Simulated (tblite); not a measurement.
Compound: C3H14Si3.
SMILES with atom numbers: `[CH3:1][CH2:2][SiH2:3][Si@H:4]([CH3:5])[SiH3:6]` (hydrogens: H7, H8, H9 on C1; H10, H11 on C2; H12, H13 on Si3; H14 on Si4; H15, H16, H17 on C5; H18, H19, H20 on Si6)

Computed geometry: GFN2-xTB, gas phase.

Task: What internal coordinates does the optimisation give?

Result: 
```csv
bond,length (pm)
C1–C2,152.3
C2–Si3,190.7
Si3–Si4,232.9
Si4–C5,190.9
Si4–Si6,232.7
"C1–H7, C1–H8, C1–H9",108.9
C2–H10,109.1
C2–H11,109.1
Si3–H12,147.3
Si3–H13,147.3
Si4–H14,148.4
"C5–H15, C5–H16, C5–H17",108.6
"Si6–H18, Si6–H19, Si6–H20",146.6
```

Bonds in one row agree within 1 pm and their mean is given. A selection of angles:
```csv
angle,degrees
C2–C1–H7,110.8
H7–C1–H8,108.1
C1–C2–Si3,112.6
C1–C2–H10,109.0
C1–C2–H11,109.0
Si3–C2–H10,109.9
Si3–C2–H11,109.8
H10–C2–H11,106.3
C2–Si3–Si4,110.0
C2–Si3–H12,107.0
C2–Si3–H13,106.3
Si4–Si3–H12,112.1
Si4–Si3–H13,115.7
H12–Si3–H13,105.2
Si3–Si4–C5,108.5
Si3–Si4–Si6,117.2
Si3–Si4–H14,109.2
C5–Si4–Si6,108.1
C5–Si4–H14,104.4
Si6–Si4–H14,108.7
Si4–C5–H15,111.1
H15–C5–H16,107.5
Si4–Si6–H18,111.9
Si4–Si6–H20,114.3
H18–Si6–H19,106.2
```

Dihedral angles: C1–C2–Si3–Si4 -55° (synclinal); C2–Si3–Si4–C5 -156° (antiperiplanar).

Of the pairs four or more bonds apart, Si4···H7 is among the closest relative to their van der Waals radii: 3.20 Å, 97 % of the sum of Bondi's values. Si3 (SiH2 silicon) is distorted tetrahedral (angles from 105.2° to 115.7°). Si6 (SiH3 silicon) is distorted tetrahedral (angles from 105.8° to 114.3°). Si4 (SiH silicon) is distorted tetrahedral (angles from 104.4° to 117.2°).

Point group: C1 (no symmetry element, even within 0.4 Å). GFN2-xTB frequencies show an imaginary mode (45i cm⁻¹), so the point is no minimum at that level. 3 starts were optimised and ended at 0.00, 0.48 and 0.57 kcal/mol (GFN2-xTB); the lowest of these is shown.

The run took 2.9 s on Arm Neoverse N1, one thread, on a shared host. This is the geometry optimisation.
